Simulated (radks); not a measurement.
Spin polarisation of the 3d6 shell in the cobalt ion Co3+. Start: [Ar] 3d(up 3, down 3); electrons of 3d are moved from spin down to spin up, other shells keep equal spins. All-electron calculation, scalar-relativistic Kohn-Sham, PBEsol, spin-polarised, spherical densities, finite nucleus; Fermi nuclear charge, rms radius of each element as measured or else 0.836 A^(1/3) + 0.57 fm. Program: a radial shooting solver on a logarithmic mesh with Libxc functionals.

moment (Bohr magnetons)  E - E(0) (eV)  e(3d up) (eV)  e(3d down) (eV)  3p down minus up (eV)  3s down minus up (eV)
0                                0.000        -45.131          -45.131                  0.000                 0.000
1                               -0.281        -45.662          -44.538                  1.174                  1.195
2                               -1.125        -46.133          -43.881                  2.351                  2.393
3                               -2.534        -46.543          -43.157                  3.536                  3.598
4                               -4.513        -46.894          -42.364                  4.732                  4.813

At moment 4 the spin-polarisation energy is -4.513 eV and the 3d exchange splitting 4.531 eV, that is 1.133 eV per Bohr magneton; E = -I m^2/4 would give I = 1.128 eV.
